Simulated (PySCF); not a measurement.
CH7FOSi2. Atoms are numbered in the order given.

```xyz
12

O     -1.9091     0.7588     0.9942
C     -2.0655    -0.1426    -0.0917
Si    -0.4497    -0.1505    -1.1065
Si     1.1441    -0.0167     0.6086
F      2.6295    -0.3947     0.0381
H     -1.8916     1.6564     0.6445
H     -2.2133    -1.1424     0.3478
H     -2.9724     0.0676    -0.6896
H     -0.3024    -1.3562    -1.9795
H     -0.3861     1.0769    -1.9649
H      0.8159    -0.9868     1.6936
H      1.2283     1.3622     1.1719
```
Charge 0, spin multiplicity 1.

Coordinates come from a PBE0-D3(BJ)/def2-SVP optimisation. The structure was generated by enumeration, and PubChem lists no compound with its InChIKey, so it may never have been made. One conformer was computed; it need not be the lowest.

Method: PBE0/pcSseg-1 (PySCF).

GIAO shieldings, no solvent; atoms listed in one row are averaged. δ = σ(ref) − σ: ¹⁷O against H2O (σ = 334.2 ppm); ¹³C against TMS (σ = 186.3 ppm); ²⁹Si against TMS (σ = 352.7 ppm); ¹⁹F against CFCl3 (σ = 167.2 ppm); ¹H against TMS (σ = 31.56 ppm), references at their B3LYP-D3(BJ)/def2-TZVP geometries, non-relativistic.

Question: Estimate the chemical shifts. (The exact figures need the calculation; the answer reports its results.)

Answer: 
```csv
nucleus,atoms,count,δ (ppm)
¹⁷O,O1,1,22.8
¹³C,C2,1,53.5
²⁹Si,Si4,1,10.9
²⁹Si,Si3,1,-69.2
¹⁹F,F5,1,-256.1
¹H,"H11, H12",2,5.95
¹H,H9,1,4.38
¹H,H10,1,4.26
¹H,"H7, H8",2,4.08
¹H,H6,1,-0.36
```
